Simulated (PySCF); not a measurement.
SMILES C[Se][Se]C, C$_{2}$H$_{6}$Se$_{2}$: coupling constants with relativity

Cartesian coordinates in Å; atom numbers follow the order of the lines, from 1:
```xyz
10

C     2.0072    0.0209   -0.0079
Se    0.7586    1.5179    0.0457
Se   -1.0649    0.5070    1.0499
C    -1.9650   -0.2285   -0.5162
H     2.9356    0.4080   -0.4539
H     1.6138   -0.7900   -0.6341
H     2.2089   -0.3414    1.0078
H    -2.1982    0.5735   -1.2274
H    -1.3472   -0.9993   -0.9942
H    -2.8992   -0.6817   -0.1524
```

Calculated values (PySCF 2.14 with density-fitted X2C routines): indirect couplings, PBE0/pcJ-1 (dyall-v2z on Se), isolated molecule, Gaussian nuclear model, structure from PBE0-D3(BJ)/def2-SVP.

Non-relativistic values:
| coupling | atoms | J (Hz) |
| --- | --- | --- |
| 1J(77Se,13C) | Se2 – C1 | -91.9 |
| 1J(77Se,77Se) | Se2 – Se3 | -22.9 |
| 2J(77Se,13C) | Se2 – C4 | 5.7 |
| 2J(77Se,1H) | Se2 – H5/H6/H7 | 17.2 |
| 3J(77Se,1H) | Se2 – H8/H9/H10 | 2.0 |

**Question.** What do scalar relativity and two-component X2C with spin–orbit coupling give?

**Answer.** 
| coupling | atoms | scalar (Hz) | with spin–orbit (Hz) |
| --- | --- | --- | --- |
| 1J(77Se,13C) | Se2 – C1 | -111.3 | -104.2 |
| 1J(77Se,77Se) | Se2 – Se3 | 50.8 | 71.2 |
| 2J(77Se,13C) | Se2 – C4 | 5.3 | 5.6 |
| 2J(77Se,1H) | Se2 – H5/H6/H7 | 20.3 | 19.0 |
| 3J(77Se,1H) | Se2 – H8/H9/H10 | 1.2 | 1.2 |

The largest listed coupling, 1J(77Se,13C), ends at 1.13 times its non-relativistic value: scalar relativity adds -19.4 Hz and spin–orbit coupling +7.1 Hz. Equivalent partners are averaged, as under fast rotation. In the static structure 2J(77Se,1H) spreads over 46.2, 5.1, 5.6 Hz. In the static structure 3J(77Se,1H) spreads over -4.7, 8.4, -0.2 Hz.
